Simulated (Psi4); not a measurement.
CH5O, charge +1, singlet, at a GFN2-xTB geometry; CCSD(T)/6-31G* (Psi4).

Here is a job for Psi4.
```
memory 2 GB

molecule {
1 1
  C    -0.01927668    0.75112854    0.00090995
  O    -0.01945091   -0.71002909    0.07309383
  H    -1.05393514    1.08479565    0.06211764
  H     0.89956319   -1.05604335    0.06619891
  H     0.52546643    1.12435414    0.86667889
  H     0.43988827    1.11244731   -0.91822338
  H    -0.53971541   -1.09209225   -0.66698245
}

set basis 6-31g*
set freeze_core true
set mp2_type conv
set scf_type pk
set puream true
set d_convergence 1e-8

energy('ccsd(t)')
print_variables()
```

Output, abridged:

```
   => Loading Basis Set <=

    Name: 6-31G*
    Role: ORBITAL
    Keyword: BASIS

         ---------------------------------------------------------
                                   SCF
               by Justin Turney, Rob Parrish, Andy Simmonett
                          and Daniel G. A. Smith
                              RHF Reference
         ---------------------------------------------------------

  ==> Geometry <==

    Molecular point group: c1
    Full point group: C1

    Geometry (in Angstrom), charge = 1, multiplicity = 1:

       Center              X                  Y                   Z               Mass
    ------------   -----------------  -----------------  -----------------  -----------------
         C           -0.011132178424     0.786264064617    -0.016805720521    12.000000000000
         O           -0.011306408424    -0.674893565383     0.055378159479    15.994914619570
         H           -1.045790638424     1.119931174617     0.044401969479     1.007825032230
         H            0.907707691576    -1.020907825383     0.048483239479     1.007825032230
         H            0.533610931576     1.159489664617     0.848963219479     1.007825032230
         H            0.448032771576     1.147582834617    -0.935939050521     1.007825032230
         H           -0.531570908424    -1.056956725383    -0.684698120521     1.007825032230

  Running in c1 symmetry.

  Rotational constants: A =      3.48335  B =      0.74016  C =      0.71024 [cm^-1]
  Rotational constants: A = 104428.23125  B =  22189.32655  C =  21292.49430 [MHz]
  Nuclear repulsion =   46.411312794025768

  Charge       = 1
  Multiplicity = 1
  Electrons    = 18
  Nalpha       = 9
  Nbeta        = 9

  ==> Algorithm <==

  SCF Algorithm Type is PK.
  DIIS enabled.
  MOM disabled.
  Fractional occupation disabled.
  Guess Type is SAD.
  Energy threshold   = 1.00e-08
  Density threshold  = 1.00e-08
  Integral threshold = 1.00e-12

  ==> Primary Basis <==

  Basis Set: 6-31G*
    Blend: 6-31G*
    Number of shells: 22
    Number of basis functions: 38
    Number of Cartesian functions: 40
    Spherical Harmonics?: true
    Max angular momentum: 2

  ==> Integral Setup <==

  Using in-core PK algorithm.
   Calculation information:
      Number of atoms:                   7
      Number of AO shells:              22
      Number of primitives:             50
      Number of atomic orbitals:        40
      Number of basis functions:        38

      Integral cutoff                 1.00e-12
      Number of threads:                 1

  Performing in-core PK
  Using 549822 doubles for integral storage.
  We computed 32125 shell quartets total.
  Whereas there are 32131 unique shell quartets.

  ==> DiskJK: Disk-Based J/K Matrices <==

    J tasked:                  Yes
    K tasked:                  Yes
    wK tasked:                  No
    Schwarz Cutoff:          1E-12

  Minimum eigenvalue in the overlap matrix is 1.5030139843E-02.
  Reciprocal condition number of the overlap matrix is 3.2973567486E-03.
    Using symmetric orthogonalization.

  ==> Pre-Iterations <==

  SCF Guess: Superposition of Atomic Densities via on-the-fly atomic UHF (no occupation information).

   -------------------------
    Irrep   Nso     Nmo
   -------------------------
     A         38      38
   -------------------------
    Total      38      38
   -------------------------

  ==> Iterations <==

                        Total Energy        Delta E     RMS |[F,P]|

   @RHF iter SAD:  -115.17512679452634   -1.15175e+02   0.00000e+00
   @RHF iter   1:  -115.28610017317685   -1.10973e-01   6.88937e-03 ADIIS/DIIS
   @RHF iter   2:  -115.33002530469145   -4.39251e-02   1.51591e-03 ADIIS/DIIS
   @RHF iter   3:  -115.33257876420674   -2.55346e-03   3.42966e-04 ADIIS/DIIS
   @RHF iter   4:  -115.33273485616748   -1.56092e-04   1.05388e-04 ADIIS/DIIS
   @RHF iter   5:  -115.33274588546134   -1.10293e-05   4.18685e-05 DIIS
[...]
  @RHF Final Energy:  -115.33274763960642
    Total Energy =                       -115.3327476396064242
[...]
     2        -0.329468879205275    1.521e-02    0.007174    0.017618    0.017618    0.127421
     3        -0.330504324766892    4.305e-03    0.007848    0.019788    0.019788    0.128586
     4        -0.330550001706063    1.090e-03    0.007902    0.020040    0.020040    0.128922
     5        -0.330574960196195    3.024e-04    0.007930    0.020173    0.020173    0.128980
     6        -0.330572814387802    1.010e-04    0.007941    0.020213    0.020213    0.128979
     7        -0.330571571296619    3.192e-05    0.007944    0.020221    0.020221    0.128977
     8        -0.330571788255062    1.077e-05    0.007945    0.020224    0.020224    0.128977
     9        -0.330571575596050    2.655e-06    0.007945    0.020224    0.020224    0.128976
    10        -0.330571603002415    7.477e-07    0.007945    0.020224    0.020224    0.128976
    11        -0.330571618219348    2.153e-07    0.007945    0.020224    0.020224    0.128976
    12        -0.330571626657667    7.485e-08    0.007945    0.020224    0.020224    0.128976

    Iterations converged.

    Largest TIA Amplitudes:
              4   3        -0.0104793670
              3   5        -0.0067403440
              4   0         0.0066165042
              3   3        -0.0063969257
              4   2        -0.0063340558
              2   1        -0.0061840287
              4   6        -0.0060514427
              5  12         0.0059858718
              0   0        -0.0057567690
              4  11         0.0053119017

    Largest TIjAb Amplitudes:
      5   5   4   4        -0.0383929621
      2   2   1   1        -0.0327046092
      6   6   5   5        -0.0326417613
      5   5   7   7        -0.0246126451
      4   4   3   3        -0.0230267117
      5   5   4  12        -0.0208555990
      5   5  12   4        -0.0208555990
      5   5  12  12        -0.0202875392
      6   6  11  11        -0.0196210216
      2   2  16  16        -0.0192666144

    SCF energy       (wfn)                    = -115.332747639606424
    Reference energy (file100)                = -115.332747639606296

    Opposite-spin MP2 correlation energy      =   -0.233055219938471
    Same-spin MP2 correlation energy          =   -0.072708669632655
    Singles MP2 correlation energy            =   -0.000000000000000
    MP2 correlation energy                    =   -0.305763889571126
      * MP2 total energy                      = -115.638511529177421

    Opposite-spin CCSD correlation energy     =   -0.264768140291944
    Same-spin CCSD correlation energy         =   -0.065803486365722
    Singles CCSD correlation energy           =    0.000000000000000
    CCSD correlation energy                   =   -0.330571626657667
      * CCSD total energy                     = -115.663319266263969

            **************************
            *                        *
            *        CCTRIPLES       *
            *                        *
            **************************

    Wave function   =    CCSD_T
    Reference wfn   =      RHF

    Nuclear Rep. energy (wfn)                =   46.411312794025768
    SCF energy          (wfn)                = -115.332747639606424
    Reference energy    (file100)            = -115.332747639606296
    CCSD energy         (file100)            =   -0.330571626657667
    Total CCSD energy   (file100)            = -115.663319266263969

    Number of ijk index combinations:               84
    Approx. words needed per explicit thread:           97556
    Number of threads for explicit ijk threading:    1

    MKL num_threads set to 1 for explicit threading.

    (T) energy                                =   -0.005642124725699
      * CCSD(T) total energy                  = -115.668961390989665

  Variable Map:
  ----------------------------------------------------------------------------
[...]
  Array Variable Map:
  ----------------------------------------------------------------------------
[...]
[...]
```
